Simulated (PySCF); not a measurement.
Isomers of C6H11N, mass 97.089 u with the commonest isotopes. Method: PBE0-D3(BJ)/def2-SVP geometry optimisation, gas phase in PySCF 2.14.0. One conformer each, none proved a minimum here; rigid rotors.

Question: Order these by radius of gyration √(Σ m r²/M), largest first.
A. `[CH2:1]1[CH2:2][C@H:3]2[CH2:4][NH:5][CH2:6][C@@H:7]12` with C7–C1–C2–C3 0°, C1–C2–C3–C4 -106°, C2–C3–C4–N5 71°, C3–C4–N5–C6 45°
B. `[CH3:1][CH2:2][CH2:3][CH2:4][CH2:5][C:6]#[N:7]` with C1–C2–C3–C4 180°, C2–C3–C4–C5 180°, C3–C4–C5–C6 -62°
C. `[CH2:1]1[CH2:2][CH:3]([N:4]2[CH2:5][CH2:6]2)[CH2:7]1` with C2–C3–N4–C5 93°, C7–C1–C2–C3 -19°, C1–C2–C3–N4 139°, C3–N4–C5–C6 108°, C2–C3–C7–C1 -19°
D. `[CH3:1][C:2]([CH3:3])=[N:4][CH:5]1[CH2:6][CH2:7]1` with C2–N4–C5–C6 147°

Answer: B (2.332 Å), D (2.036 Å), C (1.890 Å), A (1.614 Å).

Question: Order these by out-of-plane moment Σ m c² = (Ia + Ib − Ic)/2, smallest first.
A. `[CH2:1]1[CH2:2][C@H:3]2[CH2:4][NH:5][CH2:6][C@@H:7]12` with C7–C1–C2–C3 0°, C1–C2–C3–C4 -106°, C2–C3–C4–N5 71°, C3–C4–N5–C6 45°
B. `[CH3:1][C:2]([CH3:3])=[N:4][CH:5]1[CH2:6][CH2:7]1` with C2–N4–C5–C6 147°
C. `[CH3:1][CH2:2][CH2:3][CH2:4][CH2:5][C:6]#[N:7]` with C1–C2–C3–C4 180°, C2–C3–C4–C5 180°, C3–C4–C5–C6 -62° (hexanenitrile)
D. `[CH2:1]1[CH2:2][CH:3]([N:4]2[CH2:5][CH2:6]2)[CH2:7]1` with C2–C3–N4–C5 93°, C7–C1–C2–C3 -19°, C1–C2–C3–N4 139°, C3–N4–C5–C6 108°, C2–C3–C7–C1 -19°

Answer: D (14.18 u·Å²), C (15.11 u·Å²), B (22.95 u·Å²), A (33.01 u·Å²).

Question: Order these by rotational constant B, smallest first.
A. `[CH3:1][C:2]([CH3:3])=[N:4][CH:5]1[CH2:6][CH2:7]1` with C2–N4–C5–C6 147°
B. `[CH3:1][CH2:2][CH2:3][CH2:4][CH2:5][C:6]#[N:7]` with C1–C2–C3–C4 180°, C2–C3–C4–C5 180°, C3–C4–C5–C6 -62°
C. `[CH3:1][CH2:2][CH:3]([C:4]#[N:5])[CH2:6][CH3:7]` with C1–C2–C3–C4 -59°, C2–C3–C6–C7 -176°
D. `[CH2:1]1[CH2:2][C@H:3]2[CH2:4][NH:5][CH2:6][C@@H:7]12` with C7–C1–C2–C3 0°, C1–C2–C3–C4 -106°, C2–C3–C4–N5 71°, C3–C4–N5–C6 45°
E. `[CH2:1]1[CH2:2][CH:3]([N:4]2[CH2:5][CH2:6]2)[CH2:7]1` with C2–C3–N4–C5 93°, C7–C1–C2–C3 -19°, C1–C2–C3–N4 139°, C3–N4–C5–C6 108°, C2–C3–C7–C1 -19°

Answer: B (1122 MHz), A (1491 MHz), E (1756 MHz), C (1874 MHz), D (2967 MHz).

```tsv
SMILES	point group	Ia (u·Å²)	Ib (u·Å²)	Ic (u·Å²)	κ	μa (D)	μb (D)	μc (D)
CCCCCC#N	C1	92.56	450.43	512.77	-0.94	2.07	3.21	0.61
C1CC(N2CC2)C1	Cs	73.14	287.73	332.52	-0.91	0.25	0.00	1.04
C1C[C@H]2CNC[C@@H]12	Cs	115.63	170.33	219.94	-0.35	0.73	0.00	0.60
CC(C)=NC1CC1	–	86.32	339.02	379.43	-0.93	0.77	1.55	0.01
CCC(C#N)CC	Cs	143.07	269.65	382.13	-0.50	0.00	3.80	0.43
```
